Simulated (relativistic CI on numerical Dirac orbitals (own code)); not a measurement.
## One change at a time: Yb VIII

Base calculation: Dirac-Coulomb-Breit CI, KLI orbitals optimised for each configuration, QED by a radiative potential, unscaled Slater integrals.

CI space (outside the closed core [Ar] 3d10 4s2): 4p⁶4d¹⁰4f¹²5s²5p³, 4p⁶4d¹⁰4f¹⁰5s²5p⁵, 4p⁶4d¹⁰4f¹⁴5s²5p, 4p⁶4d¹⁰4f¹¹5s²5p⁴, 4p⁶4d¹⁰4f¹³5s²5p², 4p⁶4d¹⁰4f¹²5s5p⁴, 4p⁶4d¹⁰4f¹²5s²5p²5d, 4p⁶4d¹⁰4f¹²5p⁵, 4p⁶4d¹⁰4f¹¹5s5p⁵, 4p⁶4d¹⁰4f¹²5s²5p5d², 4p⁶4d¹⁰4f¹⁴5p³, 4p⁶4d¹⁰4f¹³5s²5p5d, 4p⁶4d¹⁰4f¹⁴5s5p², 4p⁶4d¹⁰4f¹³5s5p³, 4p⁶4d¹⁰4f¹¹5s²5p³6s, 4p⁶4d¹⁰4f¹³5s²5p6s, 4p⁶4d¹⁰4f¹³5p⁴, 4p⁶4d¹⁰4f¹²5s²5p²6s, 4p⁶4d¹⁰4f¹³5s²5p6p, 4p⁶4d¹⁰4f¹³5s5p²5d, 4p⁶4d¹⁰4f¹³5s²5p5f, 4p⁶4d¹⁰4f¹³5s²5p5g, 4p⁶4d¹⁰4f¹³5s5p²6p, 4p⁶4d⁹4f¹⁴5s²5p², 4p⁵4d¹⁰4f¹⁴5s²5p². Levels of other configurations are missing.

The lowest level and the first level of each name with at least 55 % of one term (blank where a level has no safe partner in the second run):

```tsv
Level	Base (cm⁻¹)	Shift (cm⁻¹)
4p⁶4d¹⁰4f¹⁰5s²5p⁵ ⁶K°19/2	0.0	0.0
4p⁶4d¹⁰4f¹⁰5s²5p⁵ ⁴H°13/2	10745.8	+4.1
4p⁶4d¹⁰4f¹⁰5s²5p⁵ ⁶H°9/2	21872.8	-56.2
4p⁶4d¹⁰4f¹⁰5s²5p⁵ ⁶H°7/2	24561.5	-66.5
4p⁶4d¹⁰4f¹⁰5s²5p⁵ ⁶H°5/2	26490.8	-75.1
4p⁶4d¹⁰4f¹⁰5s²5p⁵ ⁶G°13/2	28201.4	-11.4
4p⁶4d¹⁰4f¹⁰5s²5p⁵ ⁶F°11/2	29132.2	-22.4
4p⁶4d¹⁰4f¹⁰5s²5p⁵ ⁴K°13/2	31875.4	-52.6
4p⁶4d¹⁰4f¹⁰5s²5p⁵ ⁴L°19/2	32947.5	-18.6
4p⁶4d¹⁰4f¹⁰5s²5p⁵ ⁶F°9/2	33337.5	-37.4
4p⁶4d¹⁰4f¹⁰5s²5p⁵ ⁴K°11/2	37918.7	-65.0
4p⁶4d¹⁰4f¹⁰5s²5p⁵ ⁴F°5/2	40548.3	-41.7
4p⁶4d¹⁰4f¹⁰5s²5p⁵ ⁴M°21/2	43717.4	-30.0
4p⁶4d¹⁰4f¹¹5s²5p⁴ ⁶K°19/2	44483.0	+255.5
```

At this charge configurations can still be misplaced by up to about 7 % of their energy. Terms inside the open d or f shell come out 10 to 20 % too wide with unscaled integrals. Levels and lines within the n = 5 or 6 shells can be off by up to 10 % or somewhat more, and those that change n by about 2 %, since core polarisation is missing. Levels that differ in their count of f electrons can be misplaced by several ten thousand cm⁻¹, since the correlation energy of f electrons is missing or only estimated; rates across such gaps can be off by orders of magnitude. The computed lowest level isn't the tabulated ground level, which NIST ASD gives as 4f12 5p3 °.

(1) One thing was changed in a second run, which moved the levels as shown. Which?
A. valence Slater integrals scaled by 0.9
B. QED terms removed
C. Breit term removed
D. configuration mixing switched off

## Answers

(1) B. QED terms removed. QED shifts follow the density of s (and p1/2) electrons at the nucleus, so configurations move by their count of such electrons; where none moves, the smaller shifts of p3/2 electrons and of j = l + 1/2 against j = l − 1/2 set the pattern.

LS names give the leading component of a level, which can be under half, so a name can repeat, a term be missing and a line seem to break the LS rules.
